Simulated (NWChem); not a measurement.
Species: C$_{2}$HF$_{3}$Si; SMILES F[Si](F)(F)C#C

Results from NWChem. The highest occupied level is degenerate, so the cation is one component of its state. Coordinates come from a PBE0/def2-SVP optimisation. Ions are spin-unrestricted doublets at the neutral geometry. Hybrids' shares of exact exchange are those that their runs print; pure functionals count as 0. The functionals differ in more than this share.

```csv
row,share of exact exchange,ΔSCF ionisation energy minus −ε(HOMO) (eV)
PBE/def2-SVP,0.00,3.76
B3LYP/def2-SVP,0.20,withheld
BHandHLYP/def2-SVP,0.50,1.41
M06-2X/def2-SVP,0.54,1.50
```

Task: Fit a straight line of the last column on the one before it, predict the withheld value, and compare with the run.

Result: 
1. Means of the 3 shown rows: x = 0.347, y = 2.223. Slope Σ(x − x̄)(y − ȳ)/Σ(x − x̄)² = -0.7973/0.1811 = -4.403; intercept 3.750.
2. The shown rows scatter about the line by 0.109 (root mean square); the largest residual is -0.14, at BHandHLYP/def2-SVP.
3. At x = 0.20 (B3LYP/def2-SVP; inside the shown range) the line gives 2.87.
4. The run gives 2.95, +0.08 from the line, 0.7 times the scatter. The line crosses zero at a share of 0.85, outside the shown range.
